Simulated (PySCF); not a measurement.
Z-matrix (Å, degrees):
```
B
H 1 1.1871
S 1 1.7337 2 132.95
H 3 1.3576 1 101.83 2 0.01
```
Charge 0, spin multiplicity 2.

Q: What is the computed total energy, dipole moment and highest occupied spin orbital (PBE0-D4/def2-TZVP (PySCF))?

A: 
The total energy comes out as -11538.32 eV, the dipole moment is 1.42 D and the highest occupied spin orbital is -6.11 eV.
